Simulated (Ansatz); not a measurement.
Molecule: CH7BNO2, net charge 1, singlet state. It need not be the lowest isomer of its formula. 
Geometry from a B3LYP-D3(BJ)/def2-TZVP (Ansatz, a program for electronic structure) optimisation:
SMILES: OB(O)[NH2+]C
```xyz
12

C     -1.8983    -0.1572    -0.0892
N     -0.6268    -0.4917     0.6633
B      0.6396     0.0885    -0.0259
O      0.9301     1.3198     0.3993
O      1.1638    -0.7548    -0.9178
H     -2.7448    -0.5876     0.4384
H     -1.9915     0.9242    -0.1352
H     -1.8223    -0.5771    -1.0884
H     -0.6983    -0.1237     1.6137
H     -0.5424    -1.5074     0.7353
H      1.6838     1.7974     0.0332
H      1.9430    -0.5036    -1.4276
```
Charge +1, spin multiplicity 1.

Total electronic energies in hartree. Cores are frozen in the correlated levels unless marked. No spin-orbit coupling. No relativistic terms. Basis-set limits of correlation are two-point, X^-3; Hartree-Fock from the larger set.

| level | program | energy (Eh) |
|---|---|---|
| HF/cc-pVDZ | Ansatz | -270.75080 |
| PBE-D4/def2-TZVPD | Ansatz + dftd4 | -272.05676 |
| BLYP-D4/def2-TZVPD | Ansatz + dftd4 | -272.31061 |
| r2SCAN-D3(BJ)/def2-TZVPD | Ansatz + dftd3 | -272.23343 |
| B3LYP-D3(BJ)/def2-TZVPD | Ansatz + dftd3 | -272.40065 |
| PBE0/def2-TZVPD | Ansatz | -272.07000 |
| MP2/6-31G* | Ansatz | -271.43916 |
| CCSD(T)/cc-pVQZ | Ansatz | -271.94596 |
| CCSD(T)/CBS(cc-pVTZ,cc-pVQZ) | Ansatz | -271.9923 |

Totals of different functionals don't rank their quality; only differences between species are comparable.
